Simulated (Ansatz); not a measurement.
Gas-phase electronic energies from Ansatz, PBE0-D4/def2-TZVP geometries. CCSD(T)/CBS is the MP2 limit (def2-TZVPP, def2-QZVPP) plus CCSD(T) − MP2 in def2-TZVPP, frozen cores. This one scheme is used for every species. DFT in def2-TZVPP. Each species was taken in one conformer, which may not be the lowest.

Consider the ligand exchange at a B–S bond: `BS[SiH2]OC` + `OC[SiH](F)F` → `BOC[SiH](F)F` + `CO[SiH2]S`.

`BS[SiH2]OC`:

Z-matrix (Å, degrees):
```
Si
S 1 2.156
O 1 1.633 2 112.1
H 1 1.476 2 110.1 3 118.1
H 1 1.487 2 104.9 3 -120.5
B 2 1.779 1 99.2 3 -71.1
C 3 1.411 1 123.9 2 -61.0
H 6 1.192 2 117.0 1 178.2
H 6 1.193 2 121.2 1 -2.1
H 7 1.095 3 111.1 1 65.9
H 7 1.096 3 111.4 1 -55.5
H 7 1.091 3 108.0 1 -174.8
```

`OC[SiH](F)F`:

Z-matrix (Å, degrees):
```
C
Si 1 1.867
O 1 1.419 2 112.4
H 1 1.094 2 109.6 3 -118.6
H 1 1.101 2 109.8 3 125.3
F 2 1.594 1 106.5 3 -48.2
F 2 1.586 1 111.2 3 67.8
H 2 1.478 1 115.2 3 -168.7
H 3 0.961 1 108.8 2 54.8
```

`BOC[SiH](F)F`:

Z-matrix (Å, degrees):
```
C
O 1 1.423
Si 1 1.870 2 109.1
H 1 1.095 2 108.6 3 120.1
H 1 1.097 2 111.0 3 -121.8
B 2 1.343 1 122.3 3 116.1
F 3 1.588 1 108.0 2 -176.2
F 3 1.585 1 110.1 2 66.7
H 3 1.475 1 113.5 2 -54.9
H 6 1.195 2 116.6 1 -178.9
H 6 1.203 2 120.0 1 1.1
```

`CO[SiH2]S`:

Z-matrix (Å, degrees):
```
C
O 1 1.410
H 1 1.091 2 108.1
H 1 1.096 2 111.7 3 119.3
H 1 1.095 2 111.3 3 -119.1
Si 2 1.639 1 122.6 3 -170.3
S 6 2.120 2 109.8 1 171.1
H 6 1.488 2 108.6 1 49.0
H 6 1.485 2 111.9 1 -72.6
H 7 1.344 6 94.3 2 -69.2
```

```json
{"species": "`BS[SiH2]OC`", "r2SCAN energy (Eh)": "-830.08575"}
{"species": "`OC[SiH](F)F`", "r2SCAN energy (Eh)": "-605.02464"}
{"species": "`BOC[SiH](F)F`", "r2SCAN energy (Eh)": "-630.49362"}
{"species": "`CO[SiH2]S`", "r2SCAN energy (Eh)": "-804.63548"}
```

Work out ΔE.

ΔE = (-630.49362) + (-804.63548) − (-830.08575) − (-605.02464) = -0.01871 Eh = -11.7 kcal/mol. CCSD(T)/CBS gives -12.3 kcal/mol.

Largest T1 diagnostic among the species: 0.013.

The D4 term adds +1.0 kcal/mol with B3LYP and +0.5 kcal/mol with PBE0; it sums over pairs of atoms, weighted by their polarisabilities, and B3LYP, whose exchange is more repulsive, gets the larger term. In def2-TZVPP, CCSD(T) changes the Hartree–Fock value by +3.2 kcal/mol (the triples alone add +0.7 kcal/mol) and MP2 by +4.0 kcal/mol.

B3LYP here is the variant with VWN-RPA as its local correlation; programs differ in this.
